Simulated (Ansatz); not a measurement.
Relaxation of BClH5NO (9 atoms, charge 0, multiplicity 1), to a largest force component of 0.03 eV/Å in at most 50 steps.

Theory: Ansatz, RKS PBE0-D4/6-31G*.

```xyz
9
Properties=species:S:1:pos:R:3
B -0.105 -0.226 -0.112
H -0.122 -0.585 1.026
Cl 1.480 0.058 -0.878
N -1.266 -0.186 -0.870
H -2.173 -0.268 -0.435
H -1.291 0.152 -1.820
O -0.083 1.939 1.356
H 0.845 2.158 1.182
H -0.026 1.088 1.849
```

Q: Where does it end, and by what steps?

A: The forces met the threshold. After 17 steps the energy has fallen by 0.096 eV; H9 moved furthest, 0.63 Å.

| step | energy less start (eV) | largest force component (eV/Å) | accepted |
| --- | --- | --- | --- |
| 0 | 0.0000 | 0.935 | yes |
| 1 | -0.0588 | 0.451 | yes |
| 2 | 0.0856 | 1.681 | no |
| 3 | -0.0719 | 0.557 | yes |
| 4 | -0.0807 | 0.275 | yes |
| 5 | -0.0837 | 0.504 | yes |
| 6 | -0.0858 | 0.156 | yes |
| 7 | -0.0766 | 0.869 | no |
| 8 | -0.0908 | 0.066 | yes |
| 9 | -0.0933 | 0.047 | yes |
| 10 | -0.0645 | 1.304 | no |
| 11 | -0.0942 | 0.048 | yes |
| 12 | -0.0937 | 0.214 | no |
| 13 | -0.0950 | 0.030 | yes |
| 14 | -0.0954 | 0.056 | yes |
| 15 | -0.0955 | 0.077 | yes |
| 16 | -0.0956 | 0.062 | yes |
| 17 | -0.0957 | 0.027 | yes |

```xyz
9
Properties=species:S:1:pos:R:3
B -0.173 -0.358 -0.109
H -0.255 -0.901 0.949
Cl 1.450 0.108 -0.707
N -1.270 -0.177 -0.934
H -2.204 -0.401 -0.626
H -1.224 0.278 -1.833
O -0.069 1.984 1.535
H 0.596 2.171 0.859
H 0.407 1.426 2.165
```

Whether the end is a true minimum wasn't checked by a vibrational analysis.

Run time: 58 s on 1 thread of Arm Neoverse V2, on a shared host, peak memory 0.17 GiB.
